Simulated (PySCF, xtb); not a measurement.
C4H5Si, SMILES [C]1=CC=C[SiH2]1, multiplicity 2.

Harmonic wavenumbers (cm⁻¹) from GFN2-xTB (xtb) at its own minimum, in rising order: 207, 326, 448, 451, 514, 574, 620, 731, 734, 780, 797, 838, 901, 987, 1105, 1168, 1269, 1544, 1622, 2278, 2278, 3037, 3066, 3090.

Question: What does PBE-D3(BJ)/def2-SVP (PySCF) give at its own minimum? (The exact figures need the calculation; the answer reports its results.)

Answer: 196, 316, 471, 547, 576, 646, 675, 704, 736, 817, 828, 896, 935, 952, 1057, 1163, 1262, 1508, 1589, 2173, 2176, 3071, 3084, 3146. Paired by order, the mean absolute difference is 41 cm⁻¹ and the zero-point energies are 42.0 and 42.2 kcal/mol.
